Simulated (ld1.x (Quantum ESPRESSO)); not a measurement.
## La (Z = 57), TM: configuration errors across variants

lanthanum (La), norm-conserving Troullier–Martins (Kleinman–Bylander form), made with ld1.x (Quantum ESPRESSO) 7.5 (PBE, scalar-relativistic). Core [Kr] 4d10, reference 4f0 5s2 5p6 5d1 6s1.75 6p0.25. Waves: 5p (bound): rc 2.20 bohr; 5d (bound): rc 3.80 bohr; 4f (bound, empty): rc 1.20 bohr; 5s (bound): rc 1.85 bohr. Local part: the s channel. Core correction: none.

Occupied shells without a wave of their own: 6p, 6s. They enter only through the test configuration that unscreens the potential.

All-electron excitation energies from the reference (eV): (1) 4f0 5s2 5p6 5d1 6s2 6p0 -0.585; (2) 4f0 5s2 5p6 5d1 6s1 6p0 5.381; (3) 4f0 5s2 5p6 5d1 6s0 6p0 16.269; (4) 4f1 5s2 5p6 5d0 6s1 6p0 5.647; (5) 4f0 5s2 5p5 5d1 6s2 6p0 26.387; (6) 4f0 5s2 5p6 5d0 6s2 6p1 1.722; (7) 4f0 5s2 5p6 5d2 6s1 6p0 0.209.

For the base: The 6p, 6s levels have no wave, so the channel is fitted at the deeper level alone: the likely source of the large errors.

Errors AE − PS in meV (a dash: test not solved or not reliable):

| change | (1) | (2) | (3) | (4) | (5) | (6) | (7) | bound ghosts |
| --- | --- | --- | --- | --- | --- | --- | --- | --- |
| base | +22 | -107 | -327 | +472 | +39 | +57 | -65 | none |
| wave 4f (bound): rc 1.20 bohr becomes 4f (bound): rc 0.76 bohr | +22 | -107 | -327 | +513 | +39 | +57 | -65 | none |
| wave 4f (bound): rc 1.20 bohr becomes 4f (bound): rc 0.90 bohr | +22 | -107 | -327 | +519 | +39 | +57 | -65 | none |
| wave 4f (bound): rc 1.20 bohr becomes 4f (bound): rc 1.18 bohr | +22 | -107 | -327 | +479 | +39 | +57 | -65 | none |
| wave 4f (bound): rc 1.20 bohr becomes 4f (bound): rc 1.32 bohr | +22 | -107 | -327 | +437 | +39 | +57 | -65 | none |
| wave 4f (bound): rc 1.20 bohr becomes 4f (bound): rc 1.48 bohr | +22 | -107 | -327 | +398 | +39 | +57 | -65 | none |
| wave 4f (bound): rc 1.20 bohr becomes 4f (bound): rc 1.68 bohr | +22 | -107 | -327 | +357 | +39 | +57 | -65 | none |
| wave 4f (bound): rc 1.20 bohr becomes 4f (bound): rc 1.82 bohr | +22 | -107 | -327 | +346 | +39 | +57 | -65 | none |

Question: Give the same row for: wave 4f (bound): rc 1.20 bohr becomes 4f (bound): rc 1.04 bohr.

Answer: +22, -107, -327, +508, +39, +57, -65; bound ghosts: none.
